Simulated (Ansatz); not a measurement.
Species: trifluoro(methoxy)methane, C₂H₃F₃O, charge 0, multiplicity 1. 
Geometry from a B3LYP-D3(BJ)/def2-TZVP (Ansatz, an electronic-structure program) optimisation:
```
O
C 1 1.3377
F 2 1.3305 1 108.57
F 2 1.3526 3 108.18 1 -122.69
F 2 1.3526 3 108.18 1 122.69
C 1 1.4389 2 116.10 3 180.00
H 6 1.0854 1 105.27 2 -180.00
H 6 1.0896 7 110.04 1 -119.03
H 6 1.0896 7 110.04 8 -121.93
```

Basis-set convergence of Hartree-Fock and CCSD correlation energies (hartree) with Ansatz. Valence correlation only, unless marked. No spin-orbit coupling. Non-relativistic.

| basis | functions | E(HF) | E(corr, CCSD) |
|---|---|---|---|
| cc-pVDZ | 99 | -450.69816 | -1.03753 |
| cc-pVTZ | 222 | ? | ? |

Problem. What belongs in the gaps?

Solution. 
- cc-pVTZ, E(HF): -450.84838
- cc-pVTZ, E(corr, CCSD): -1.32772
